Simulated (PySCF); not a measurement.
methyl formate (C$_{2}$H$_{4}$O$_{2}$), singlet, geometry from GFN2-xTB; PySCF with WB97X/3-21G.

The PySCF input:
```python
from pyscf import gto, scf, dft

mol = gto.M(
    atom='''
C    -0.91982122   -0.08309295    0.01210331
O    -0.73577669   -1.26344773    0.02384941
O     0.00784141    0.85748876   -0.01005908
H    -1.91236445    0.39813516    0.01878171
C     1.36046002    0.40713364   -0.02142447
H     1.98017944    1.29959769   -0.01906713
H     1.56131876   -0.20366968    0.86058411
H     1.55051574   -0.19063563   -0.91469422
''',
    basis='3-21g',
    verbose=4,
)

mf = dft.RKS(mol)
mf.xc = 'wb97x'
mf.grids.atom_grid = (99, 590)
mf.kernel()
mf.analyze()
```

What the program printed (banner, timings and long lists left out):

```
PySCF version 2.14.0

[INPUT] verbose = 4
[INPUT] num. atoms = 8
[INPUT] num. electrons = 32
[INPUT] charge = 0
[INPUT] spin (= nelec alpha-beta = 2S) = 0
[INPUT] symmetry False subgroup None
[INPUT] Mole.unit = angstrom
[INPUT] Symbol           X                Y                Z      unit          X                Y                Z       unit  Magmom
[INPUT]  1 C     -0.919821220000  -0.083092950000   0.012103310000 AA   -1.738210189363  -0.157022918382   0.022871941101 Bohr   0.0
[INPUT]  2 O     -0.735776690000  -1.263447730000   0.023849410000 AA   -1.390416432939  -2.387570182403   0.045068853132 Bohr   0.0
[INPUT]  3 O      0.007841410000   0.857488760000  -0.010059080000 AA    0.014818117330   1.620418911293  -0.019008906265 Bohr   0.0
[INPUT]  4 H     -1.912364450000   0.398135160000   0.018781710000 AA   -3.613845060854   0.752366412960   0.035492288051 Bohr   0.0
[INPUT]  5 C      1.360460020000   0.407133640000  -0.021424470000 AA    2.570896841220   0.769371075697  -0.040486380664 Bohr   0.0
[INPUT]  6 H      1.980179440000   1.299597690000  -0.019067130000 AA    3.741996819095   2.455883706217  -0.036031653681 Bohr   0.0
[INPUT]  7 H      1.561318760000  -0.203669680000   0.860584110000 AA    2.950464849546  -0.384879915078   1.626268275053 Bohr   0.0
[INPUT]  8 H      1.550515740000  -0.190635630000  -0.914694220000 AA    2.930050100427  -0.360249130284  -1.728521563523 Bohr   0.0

nuclear repulsion = 123.00837496613
number of shells = 28
number of NR pGTOs = 72
number of NR cGTOs = 44
basis = 3-21g
ecp = {}

******** <class 'pyscf.dft.rks.RKS'> ********
method = RKS
initial guess = minao
damping factor = 0
level_shift factor = 0
DIIS = <class 'pyscf.scf.diis.CDIIS'>
diis_start_cycle = 1
diis_space = 8
diis_damp = 0
SCF conv_tol = 1e-09
SCF conv_tol_grad = None
SCF max_cycles = 50
direct_scf = True
direct_scf_tol = 1e-13
XC library pyscf.dft.libxc version 7.1.2
    S. Lehtola, C. Steigemann, M. J. T. Oliveira, and M. A. L. Marques,  SoftwareX 7, 1–5 (2018)
XC functionals = wb97x
    J.-D. Chai and M. Head-Gordon,  J. Chem. Phys. 128, 084106 (2008)
radial grids:
    Treutler-Ahlrichs [JCP 102, 346 (1995); DOI:10.1063/1.469408] (M4) radial grids

becke partition: Becke, JCP 88, 2547 (1988); DOI:10.1063/1.454033
pruning grids: <function nwchem_prune>
grids dens level: 3
symmetrized grids: False
atomic radii adjust function: <function treutler_atomic_radii_adjust>
User specified grid scheme (99, 590)
small_rho_cutoff = 0
Set gradient conv threshold to 3.16228e-05
Initial guess from minao.
tot grids = 257808
init E= -228.232663673784
  HOMO = -0.380277664766645  LUMO = -0.00466086021563017  gap/eV = 10.22105
cycle= 1 E= -227.568165532225  delta_E= 0.664  |g|= 0.873  |ddm|= 2.64
  HOMO = -0.241265145203963  LUMO = 0.128826536416167  gap/eV = 10.07071
cycle= 2 E= -227.510422354994  delta_E= 0.0577  |g|= 1.12  |ddm|= 1.37
  HOMO = -0.379021060096684  LUMO = 0.107425274029958  gap/eV = 13.23688
cycle= 3 E= -227.724612537084  delta_E= -0.214  |g|= 0.133  |ddm|= 0.781
  HOMO = -0.371561280848522  LUMO = 0.11426983703942  gap/eV = 13.22014
cycle= 4 E= -227.727422345103  delta_E= -0.00281  |g|= 0.046  |ddm|= 0.109
  HOMO = -0.374794533093906  LUMO = 0.118194342306263  gap/eV = 13.41491
cycle= 5 E= -227.727810156736  delta_E= -0.000388  |g|= 0.00657  |ddm|= 0.0357
  HOMO = -0.375921238306567  LUMO = 0.117627059090502  gap/eV = 13.43013
cycle= 6 E= -227.727823979552  delta_E= -1.38e-05  |g|= 0.00203  |ddm|= 0.0109
  HOMO = -0.376185693536606  LUMO = 0.11741915647255  gap/eV = 13.43167
cycle= 7 E= -227.727825553149  delta_E= -1.57e-06  |g|= 0.000477  |ddm|= 0.00349
  HOMO = -0.376197179448043  LUMO = 0.117459056073321  gap/eV = 13.43307
cycle= 8 E= -227.727825702519  delta_E= -1.49e-07  |g|= 0.00013  |ddm|= 0.00132
  HOMO = -0.376226677623172  LUMO = 0.117451694329576  gap/eV = 13.43367
cycle= 9 E= -227.727825708859  delta_E= -6.34e-09  |g|= 2.1e-05  |ddm|= 0.000287
  HOMO = -0.3762242144524  LUMO = 0.117456820001801  gap/eV = 13.43375
cycle= 10 E= -227.727825709118  delta_E= -2.59e-10  |g|= 6.22e-06  |ddm|= 5.14e-05
  HOMO = -0.37622556111954  LUMO = 0.117454603652088  gap/eV = 13.43372
Extra cycle  E= -227.727825709136  delta_E= -1.77e-11  |g|= 3.08e-06  |ddm|= 1.09e-05
converged SCF energy = -227.727825709136
**** SCF Summaries ****
Total Energy =                        -227.727825709135544
Nuclear Repulsion Energy =             123.008374966130219
One-electron Energy =                 -553.747917123589673
Two-electron Energy =                  203.011716448323909
Two-electron Coulomb Energy =          232.390129882721311
DFT Exchange-Correlation Energy =      -29.378413434397416
HOMO-LUMO gap [eV] =                    13.433721534017968
**** MO energy ****
MO #1   energy= -19.1617180766435  occ= 2
MO #2   energy= -19.1016724071794  occ= 2
MO #3   energy= -10.3383290042473  occ= 2
MO #4   energy= -10.2674370060907  occ= 2
MO #5   energy= -1.25991057276127  occ= 2
MO #6   energy= -1.16705527170437  occ= 2
MO #7   energy= -0.873390273868238 occ= 2
MO #8   energy= -0.71356862111793  occ= 2
MO #9   energy= -0.65116885644175  occ= 2
MO #10  energy= -0.606109001018019 occ= 2
MO #11  energy= -0.570860689792995 occ= 2
MO #12  energy= -0.533343112260819 occ= 2
MO #13  energy= -0.511020089089095 occ= 2
MO #14  energy= -0.451092260720392 occ= 2
MO #15  energy= -0.398317713899909 occ= 2
MO #16  energy= -0.37622556111954  occ= 2
MO #17  energy= 0.117454603652088  occ= 0
MO #18  energy= 0.223507261154015  occ= 0
MO #19  energy= 0.244360686166574  occ= 0
MO #20  energy= 0.268384436727822  occ= 0
MO #21  energy= 0.28720955292318   occ= 0
MO #22  energy= 0.291632667594516  occ= 0
MO #23  energy= 0.425340574112079  occ= 0
MO #24  energy= 0.463584703266654  occ= 0
 ** Mulliken pop on meta-lowdin orthogonal AOs  **
 ** Mulliken pop  **
 ** Mulliken atomic charges  **
charge of    0C =      0.33969
charge of    1O =     -0.36913
charge of    2O =     -0.31346
charge of    3H =      0.09449
charge of    4C =     -0.10416
charge of    5H =      0.12349
charge of    6H =      0.11466
charge of    7H =      0.11443
Dipole moment(X, Y, Z, Debye):  1.14762,  1.36780, -0.02920
```
